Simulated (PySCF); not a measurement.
Excitation energy of Co²⁺ by level of theory

Co²⁺ [Ar] 3d7 (4F) → Co²⁺ [Ar] 3d6 4p1 (high-spin determinant), as a difference of total energies. All numbers are calculated (PySCF 2.14, scalar relativity by spin-free X2C-1e, in aug-cc-pwCVTZ-DK (10s9p7d4f3g, 127 functions)). Correlated levels: valence: [Ar] frozen; valence and next inner shell: [Ne] frozen; nothing frozen. The calculations carry no spin-orbit coupling.

```
                                method  excitation energy (eV)
                                   UHF                  10.659
                                   LDA                  12.265
                                   PBE                  12.146
                                  PBE0                  12.011
                                r2SCAN                  12.015
                               wB97M-V                  12.369
                                 TPSSh                  12.319
                             BHandHLYP                  11.982
                         MP2 (valence)                  12.204
                     SCS-MP2 (valence)                  12.540
    MP2 (valence and next inner shell)                  12.440
SCS-MP2 (valence and next inner shell)                  12.578
                   MP2 (all electrons)                  12.458
               SCS-MP2 (all electrons)                  12.583
```

Task: How much does correlation contribute at MP2 (all electrons)?

Result: 12.458 − (10.659) = 1.799 eV, measured against UHF.

A first-order spin-orbit estimate (lowest level to lowest level, LS coupling) adds 0.073 eV.

The determinant of the upper state mixes LS terms, which raises its energy above the lowest term, most at the Hartree-Fock and MP2 levels.
